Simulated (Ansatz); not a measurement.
Molecule: CH$_{3}$AlCl$_{2}$O, charge 0, multiplicity 1. 
Coordinates optimised at B3LYP-D3(BJ)/def2-TZVP (Ansatz, an electronic-structure program):
```
O
C 1 1.4127
H 2 1.0922 1 109.44
H 2 1.0922 3 108.47 1 -119.34
H 2 1.0938 3 108.66 4 -117.96
Al 1 1.6675 2 135.82 3 120.63
Cl 6 2.0787 1 119.19 2 -180.00
Cl 6 2.0886 1 120.69 2 0.00
```

Atomisation energy built up term by term with Ansatz (kcal/mol; UHF references for open shells; valence terms freeze the core; atomic spin-orbit terms are left out). CBS(X,Y): correlation extrapolated as X^-3; Hartree-Fock from the larger set.

| term | basis | kcal/mol |
|---|---|---|
| Hartree-Fock | aug-cc-pV(Q+d)Z | ___ |
| CCSD correlation | CBS(aug-cc-pV(T+d)Z,aug-cc-pV(Q+d)Z) | 170.17 |
| (T) | CBS(aug-cc-pV(T+d)Z,aug-cc-pV(Q+d)Z) | ___ |
| core correlation | cc-pwCVTZ | 0.99 |
| scalar relativity (X2C) | cc-pVTZ-DK against cc-pVTZ | -1.55 |
| sum: De |  | ___ |

Q: Complete the blanks.

A: 
- Hartree-Fock, kcal/mol: 531.25
- (T), kcal/mol: 12.92
- sum: De, kcal/mol: 713.8
